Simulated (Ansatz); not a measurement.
The same path of Cl$_{3}$FH$_{3}$O$_{2}$Ta (10 atoms, charge 0, multiplicity 1) was run twice with different band settings. Made: Ta1–Cl9.

Level of theory: RKS LDA/def2-SVP (Ansatz).

Relaxed end points:

```xyz
10
Properties=species:S:1:pos:R:3
Ta -0.313 0.080 0.155
O 1.297 -1.273 0.211
H 1.956 -1.396 0.923
Cl 1.041 1.321 1.564
O 0.006 0.013 -1.607
H 0.814 -0.600 -2.175
F -1.602 1.424 0.154
Cl -1.706 -1.573 0.900
Cl 2.018 -1.618 -2.436
H 1.717 -1.556 -0.770
```

```xyz
10
Properties=species:S:1:pos:R:3
Ta -0.175 -0.655 -0.103
O 2.004 -0.055 -0.406
H 2.280 0.156 0.520
Cl 0.663 -0.662 2.116
O -0.260 -0.361 -1.947
H 0.033 0.206 -2.684
F -0.301 1.205 0.146
Cl -2.301 -1.337 0.331
Cl 0.868 -2.747 -0.451
H 2.419 -0.930 -0.602
```

Common settings: movable images 5; climbing image yes; spring 5.0 eV/Å²; optimiser quadratic models (default); start path through a guess of the saddle point; iteration limit 60; end points relaxed.

| run | force threshold |
| --- | --- |
| 1 | 0.05 eV/Å |
| 2 | 0.5 eV/Å |

Problem. What does each run give, and how far can it be trusted?

Solution. Run 1: converged after 49 iterations, highest image 0.312 eV above the first end. The profile has 2 maxima (images 3, 5) with wells between them (image 4): this band takes more than one step, which may be the mechanism or a detour left from its start path. A vibrational analysis at the climbing image gives one clearly imaginary mode, 129i cm⁻¹: a first-order saddle point.
Run 2: converged after 9 iterations, highest image 0.487 eV above the first end. The threshold of 0.5 eV/Å is loose, so the images may lie well off the minimum-energy path. The order of the point at the top wasn't checked. Another band between the same ends, with other settings, climbed to 0.312 eV only, so this figure is probably too high.
